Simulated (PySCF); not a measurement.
# Basis and Hamiltonian dependence of the excitation energy of Nb

Nb [Kr] 4d4 5s1 (6D) → Nb [Kr] 4d3 5s1 5p1 (high-spin determinant). All values are computed (PySCF 2.14, energy differences of UHF-based or UKS calculations, no spin-orbit coupling). Values in eV.

```csv
basis,Hamiltonian,functions,UHF,r2SCAN,PBE0,MP2 (valence),CCSD(T) (valence),CCSD(T) (valence and next inner shell)
def2-TZVPPD with the def2 core potential (28 electrons),ECP,56,1.518,2.536,2.546,2.016,2.028,2.206
def2-TZVPP with the def2 core potential (28 electrons),ECP,56,1.518,n/a,n/a,n/a,n/a,2.206
ANO-RCC-VTZP,spin-free X2C,68,1.514,2.619,2.619,2.040,2.055,2.277
aug-cc-pwCVDZ-PP with ECP28MDF,ECP,70,1.494,2.529,2.549,1.998,2.014,2.117
x2c-TZVPPall,spin-free X2C,79,1.534,2.631,2.624,2.038,2.049,2.255
def2-QZVPPD with the def2 core potential (28 electrons),ECP,81,1.498,2.539,2.557,2.024,2.036,2.228
aug-cc-pVTZ-PP with ECP28MDF,ECP,88,1.494,2.526,2.547,2.002,2.015,n/a
"x2c-TZVPPall with one added diffuse shell each of s, p, d, f type",spin-free X2C,95,1.532,2.630,2.624,2.040,2.055,2.259
aug-cc-pVTZ-DK,spin-free X2C,102,1.496,n/a,n/a,2.004,2.015,n/a
"aug-cc-pVTZ-PP with one added diffuse shell each of s, p, d, f, g type with ECP28MDF",ECP,113,1.493,2.525,2.547,2.002,n/a,n/a
aug-cc-pwCVTZ-PP with ECP28MDF,ECP,122,1.486,2.522,2.544,2.014,n/a,n/a
dyall-av2z,non-relativistic,136,1.824,n/a,n/a,2.264,2.279,n/a
```

Frozen in the all-electron rows: valence: [Kr]; valence and next inner shell: [Ar] 3d10; with a core potential, the same shells as far as they lie outside it.

One determinant mixes LS terms of the configuration, so the numbers do not refer to single terms. Non-relativistic rows lack the scalar-relativistic shift.
